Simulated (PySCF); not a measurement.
A structure optimised at PBE0-D3(BJ)/def2-SVP, used in a PySCF frequency run:

```xyz
8

Sb    -0.6573    -0.2324     0.0000
Cl     0.8585    -0.7021     1.7718
Cl     0.8585    -0.7021    -1.7718
O     -0.4611     1.7159     0.0000
C      0.7814     2.3793     0.0000
H      1.3767     2.1293    -0.8951
H      1.3767     2.1293     0.8951
H      0.5821     3.4617     0.0000
```
Charge 0, spin multiplicity 1.

Q: Write its SMILES, formula and point group.

A: C[O][Sb]([Cl])[Cl], CH3Cl2OSb, Cs

Q: What are its rotational constants (standard atomic weights)?

A: 1.7083, 1.4770, 1.2570 GHz
